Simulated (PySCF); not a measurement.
r2SCAN on Rb⁻ (rubidium, charge -1), [Kr] 5s2, closed-shell 1S. All numbers are calculated (PySCF 2.14, scalar relativity through the core potential, in def2-QZVPPD with the def2 core potential (28 electrons)).

```
cycle= 1 E= -24.1094568675092  delta_E= -0.00125  |g|= 0.0156  |ddm|= 1.11
cycle= 2 E= -24.1096261983446  delta_E= -0.000169  |g|= 0.00962  |ddm|= 0.174
cycle= 3 E= -24.1097088760638  delta_E= -8.27e-05  |g|= 0.000188  |ddm|= 0.0833
cycle= 4 E= -24.109708967147  delta_E= -9.11e-08  |g|= 3.3e-05  |ddm|= 0.0098
cycle= 5 E= -24.1097089723166  delta_E= -5.17e-09  |g|= 4.01e-06  |ddm|= 0.00252
cycle= 6 E= -24.1097089723647  delta_E= -4.82e-11  |g|= 5.9e-07  |ddm|= 0.000248
converged SCF energy = -24.1097089723647  <S^2> = -2.6645353e-15  2S+1 = 1
```

Highest occupied orbital energy: 0.747 eV; ⟨L²⟩ = 0.00; populations by l: s 4.00, p 6.00, d 0.00, f 0.00.

**Question.** Can this result be used?

**Answer.** With care. Self-consistency was reached. Energies and moments cover only the electrons outside the core potential. At r2SCAN the highest occupied level has a positive energy, so only the finite basis holds that electron; in a semilocal or global hybrid functional this comes from self-interaction and does not mean that the real anion is unbound.
